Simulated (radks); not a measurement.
Spherical quantum dot in the effective-mass picture: electrons in a hard-walled sphere of radius 2.98, all in effective atomic units (hartree* = m*/eps^2 hartree, bohr* = eps/m* bohr), one dielectric constant everywhere. Method: non-relativistic Kohn-Sham, PBE, spin-polarised, spherical densities; computed with a radial shooting solver with Libxc functionals. Levels are named by radial order and angular momentum (1s, 1p, 1d, 2s, ...), and open shells are averaged over m. Results are scaled to m* = 0.552 and eps = 10.6, for which hartree* = 133.7 meV and bohr* = 1.016 nm.

N = 25, configuration 1s2 1p6 1d10 1f(up 7, down 0). This is the lowest configuration that the search found. Occupied and some empty levels:

level    occupation  eigenvalue (meV)  <r> (nm)
1s up             1            1508.7     2.014
1s down           1            1521.0     1.994
1p up             3            1549.3     2.101
1p down           3            1562.8     2.090
1d up             5            1618.6     2.174
1d down           5            1633.0     2.167
1f up             7            1712.8     2.234
1f down           0            1727.8     2.230
2s up             0            1771.9     1.366
2s down           0            1776.5     1.371
1g up             0            1829.8     2.284
1g down           0            1845.3     2.282
2p up             0            1902.4     1.589
2p down           0            1908.6     1.588
2d up             0            2057.6     1.730
2d down           0            2065.2     1.728

Energy (meV): total 23065.6, kinetic 6881.2, external 0, Hartree 18139, exchange-correlation -1954.2.
